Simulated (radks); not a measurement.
Dipole-allowed excitations along the series with 30 electrons in [Ar] 3d10 4s2. Calculated with a radial shooting solver on a logarithmic mesh with Libxc functionals: scalar-relativistic Kohn-Sham, PBE, spin-unpolarised, spherical densities, finite nucleus; Fermi nuclear charge, rms radius of each element as measured or else 0.836 A^(1/3) + 0.57 fm. Time-dependent linear response with the Hartree and adiabatic LDA kernel, continuum included through the Sternheimer equations, no spin-orbit coupling, so fine structure and intercombination lines are absent. Lines are the poles of the dipole polarisability below minus the highest occupied eigenvalue, found on a grid refined at the orbital gaps; the lowest seven at most are given, and weak or close lines can be missed. The first line takes the name of the lowest orbital gap if no other gap lies below it; otherwise a line is named after a gap within 0.6 % of it, if that gap stands alone.

| species | -e(HOMO) (eV) | lowest orbital gap (eV) | first line (eV) | f | static alpha (bohr^3) |
|---|---|---|---|---|---|
| Zr10+ | 206.51 | 4s-4p 26.509 | 32.025 (4s-4p) | 1.42 | 1.134 |
| Nb11+ | 237.26 | 4s-4p 28.774 | 34.645 (4s-4p) | 1.40 | 0.9502 |
| Mo12+ | 269.87 | 4s-4p 31.088 | 37.311 (4s-4p) | 1.37 | 0.8038 |
| Tc13+ | 304.34 | 4s-4p 33.459 | 40.030 (4s-4p) | 1.35 | 0.6859 |
| Ru14+ | 340.68 | 4s-4p 35.889 | 42.808 (4s-4p) | 1.33 | 0.5898 |
